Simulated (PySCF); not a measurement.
Spectrum to structure. Computed with TDDFT CAM-B3LYP/def2-SVPD, vertical, gas phase, core orbitals frozen in the response (PySCF 2.14.0, density-fitted response routines). Geometries: GFN2-xTB, one conformer each.

```json
{"state": "S1", "E (eV)": "4.85", "f": "0.0003", "main configurations (H = HOMO, L = LUMO)": "H-1→L+1 (67%), H→L+1 (18%), H-3→L+1 (9%)"}
{"state": "S2", "E (eV)": "5.49", "f": "0.126", "main configurations (H = HOMO, L = LUMO)": "H→L (90%)"}
{"state": "S3", "E (eV)": "5.75", "f": "0.420", "main configurations (H = HOMO, L = LUMO)": "H-1→L (87%)"}
{"state": "S4", "E (eV)": "5.86", "f": "0.0010", "main configurations (H = HOMO, L = LUMO)": "H→L+1 (76%), H-1→L+1 (19%)"}
{"state": "S5", "E (eV)": "6.29", "f": "0.012", "main configurations (H = HOMO, L = LUMO)": "H-1→L+2 (51%), H→L+2 (31%)"}
{"state": "S6", "E (eV)": "6.42", "f": "0.0011", "main configurations (H = HOMO, L = LUMO)": "H→L+2 (34%), H-1→L+2 (29%), H→L+3 (21%)"}
{"state": "S7", "E (eV)": "6.52", "f": "0.0005", "main configurations (H = HOMO, L = LUMO)": "H-2→L (89%)"}
{"state": "S8", "E (eV)": "6.96", "f": "0.044", "main configurations (H = HOMO, L = LUMO)": "H→L+3 (46%), H→L+6 (21%), H-1→L+3 (9%)"}
```

Orbital energies (eV): HOMO-3 -10.11, HOMO-2 -9.65, HOMO-1 -7.64, HOMO -7.53, LUMO 0.81, LUMO+1 0.85, LUMO+2 1.39.

Problem. Which structure fits? All have the formula C7H7N.
A. `C=C=Cn1cccc1`
B. `N#C[C@@H]1[C@H]2C[C@@H]3[C@H]2[C@H]13`
C. `C=Nc1ccccc1`
D. `[H]/N=C/C=C1C=CC=C1`

Solution. A. Its S1 lies at 4.85 eV; the nearest of the others has S1 at 4.26 eV. S1 is HOMO-1→LUMO+1 (67%), HOMO→LUMO+1 (18%), HOMO-3→LUMO+1 (9%). Löwdin shares by element: HOMO carbon 68% or more, nitrogen 11% (atoms not listed hold the other 22%); LUMO carbon 56% or more (atoms not listed hold the other 44%). At the same level the other candidates give, for their lowest levels:
- `C=Nc1ccccc1`: 4.26 eV (f 0.063); 5.17 eV (f 0.003); 5.86 eV (f 0.181); 6.20 eV (f 0.145); 6.34 eV (f 0.024); T1 3.37 eV; HOMO -7.81, LUMO -0.05 eV
- `[H]/N=C/C=C1C=CC=C1`: 3.15 eV (f 0.005); 4.16 eV (f 0.001); 4.79 eV (f 0.740); 6.15 eV (f 0.001); 6.63 eV (f 0.000); T1 2.15 eV; HOMO -7.89, LUMO -1.58 eV
- `N#C[C@@H]1[C@H]2C[C@@H]3[C@H]2[C@H]13`: 7.58 eV (f 0.001); 7.64 eV (f 0.002); 7.68 eV (f 0.002); 7.90 eV (f 0.007); 7.99 eV (f 0.005); T1 6.42 eV; HOMO -9.28, LUMO 1.25 eV

The values belong to the conformer `[CH2:1]=[C:2]=[CH:3][n:4]1[cH:5][cH:6][cH:7][cH:8]1`: C2–C3–N4–C5 0°.
Triplets come from the Tamm–Dancoff approximation.
